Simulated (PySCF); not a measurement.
C₂HCl₂, SMILES Cl[C]=CCl, multiplicity 2. The structure is a stationary point at B3LYP-D3(BJ)/def2-SVP. The isomer is the one that the SMILES or the coordinates give; other isomers of the formula were not compared.

Q: Give the equilibrium geometry at B3LYP-D3(BJ)/def2-SVP (PySCF confirms it by a frequency run) as bond lengths and angles, and its point group. (The exact figures need the calculation; the answer reports its results.)

A: point group Cs.
Atoms: Cl1 C2 C3 Cl4 H5. Bonded distances (Å): Cl1–C2 1.670, C2–C3 1.319, C3–Cl4 1.755, C3–H5 1.092. Angles (°): Cl1–C2–C3 136.7, C2–C3–Cl4 123.5, C2–C3–H5 122.2, Cl4–C3–H5 114.3.
Charge 0, spin multiplicity 2.
